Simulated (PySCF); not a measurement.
**Bi(OH)5: one run**

Bi(OH)5 (singlet). PySCF 2.14.0, RKS PBE0, Bi def2-SVP with ECP60, O def2-SVP, H def2-SVP; non-relativistic Hamiltonian with scalar-relativistic core potentials where named; density fitting; no spin-orbit coupling. Purpose: singlet excitations, Tamm-Dancoff PBE0.

```python
mol = gto.M(atom='''
Bi    -0.01843     0.01060     0.04024
O     -0.25682    -0.05609     2.12734
H      0.58924    -0.36329     2.49474
O      2.10703    -0.13406     0.26257
H      2.44568     0.58625     0.81879
O      0.20082     1.80085    -1.00961
H      1.14897     1.83819    -1.22756
O     -2.09727     0.12069    -0.10186
H     -2.41786    -0.07516     0.79617
O      0.13818    -1.76240    -1.03477
H      1.09341    -1.95396    -1.04903''',
    basis={'Bi': 'def2-SVP', 'O': 'def2-SVP', 'H': 'def2-SVP'},
    ecp={'Bi': 'def2-SVP'},
    charge=0, spin=0)
mf = dft.RKS(mol, xc='PBE0')
mf.grids.atom_grid = (50, 194)
mf = mf.density_fit()  # fitting sets: Bi def2-universal-JKFIT, O def2-universal-JKFIT, H def2-universal-JKFIT
mf.conv_tol = 1e-08; mf.max_cycle = 55
mf.kernel(dm0)  # dm0: converged density of the relaxed state
td = mf.TDA(); td.nstates = 8; td.kernel()
```

Run from Python with OMP_NUM_THREADS=2; the lines above give its settings. Where DIIS fails, smearing, a level shift and second-order steps follow.
It took 26 s on 2 threads of AMD EPYC 9R45 96-Core Processor (Zen 5) (shared host), from an already converged density.

Q: Where do the frontier levels lie, over both spins?

A: HOMO -8.78 eV, LUMO -3.90 eV. 

Q: What are the Mulliken charges and spins?

A: 
| atom | charge (e) | spin (e) |
| --- | --- | --- |
| Bi1 | 1.367 | 0.000 |
| O2 | -0.491 | 0.000 |
| H3 | 0.196 | 0.000 |
| O4 | -0.525 | 0.000 |
| H5 | 0.186 | 0.000 |
| O6 | -0.452 | 0.000 |
| H7 | 0.196 | 0.000 |
| O8 | -0.445 | 0.000 |
| H9 | 0.210 | 0.000 |
| O10 | -0.457 | 0.000 |
| H11 | 0.216 | 0.000 |

Q: Which singlet excitations follow (Tamm-Dancoff, 8 states)?

A: 
```csv
state,eV,oscillator strength
1,3.37,0.0017
2,3.48,0.0031
3,3.69,0.0026
4,3.92,0.0270
5,4.00,0.0343
6,4.87,0.0209
7,5.52,0.1379
8,5.83,0.1515
```
Functionals without range separation put charge-transfer states too low; the basis has no diffuse functions.

The geometry was relaxed with B3LYP (Bi def2-SVP with ECP60, O def2-SVP, H def2-SVP).
